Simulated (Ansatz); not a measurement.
(1) Predict a relaxed structure of the cluster GeO₄, charge 0, singlet, at r2SCAN-D4/def2-SVP (Ansatz).

## Answers

(1) 
```csv
atom,x (Å),y (Å),z (Å)
Ge1,0.3597,0.5435,0.2906
O2,0.2362,-0.4295,-1.2296
O3,-0.9508,-0.6500,0.6524
O4,-0.8233,-1.2437,-0.6650
O5,1.1782,1.7797,0.9516
```
Point group C2v (tolerance 0.1 Å). This is one stationary point.

The structure holds 2 bonds between oxygen atoms, so isomers without such links may lie far lower. The structure comes from a short search, and lower isomers may exist.
